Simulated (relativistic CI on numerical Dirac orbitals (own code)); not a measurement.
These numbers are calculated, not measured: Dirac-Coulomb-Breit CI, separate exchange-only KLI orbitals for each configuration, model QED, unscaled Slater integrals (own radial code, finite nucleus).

The strongest absorption lines from the ground level of an ion, among the configurations computed and to levels below about 586 eV (vacuum wavelength in Å, gf): 23.254 (3.4), 23.761 (0.29), 23.923 (0.43), 71.752 (3), 73.017 (0.99), 76.498 (0.25), 80.374 (1.7), 82.551 (0.66).

Q: Which ion is it?
A. Rb XIX
B. Nb XXIII
C. Nb XXV
D. Nb XXI

A: B. Nb XXIII has 19 electrons and the ground level 3s²3p⁶3d ²D3/2; the strongest line goes to 3s²3p⁶4f ²F°5/2. The pattern of lines fixes the number of electrons, and along that sequence the line energies rise steadily with the charge (about as its square where n changes within one kind of shell, about linearly where n is kept but much faster in heavy ions where fine structure, which grows about as Z⁴, sets the gap, and irregularly where shells cross), which fixes Z. Configurations outside the model, such as inner-shell arrays, can give stronger lines. At this charge energies of transitions that change n are usually good to better than 1 %, and those within a shell (Δn = 0) to a few per cent.

LS names give the leading component of a level, which can be under half, so a name can repeat, a term be missing and a line seem to break the LS rules.
